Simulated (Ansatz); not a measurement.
Basis-set series for CH6BFOSi, SMILES `CB(F)O[SiH3]`. The species carries charge 0 and has multiplicity 1. The geometry is a stationary point of PBE0-D4/def2-TZVP. It is one conformer, not always the lowest.

```csv
functional,basis,functions,energy (Eh),HOMO (eV),LUMO (eV)
PBE0-D4,def2-TZVPP,250,-531.01715,-9.28,0.13
PBE0-D4,def2-QZVPP,478,-531.04086,-9.30,-0.04
ωB97M-V,def2-TZVPP,250,-531.29269,-11.60,1.65
ωB97M-V,def2-QZVPP,478,-531.31465,-11.61,1.27
```

Give the rows for def2-SVP. (Estimate.)

The calculation gave: 
| functional | basis | functions | energy (Eh) | HOMO (eV) | LUMO (eV) |
| --- | --- | --- | --- | --- | --- |
| PBE0-D4 | def2-SVP | 104 | -530.62750 | -9.21 | 0.70 |
| ωB97M-V | def2-SVP | 104 | -530.89413 | -11.49 | 2.59 |

Positive LUMOs are unbound and depend on the basis.

Computed with Ansatz.
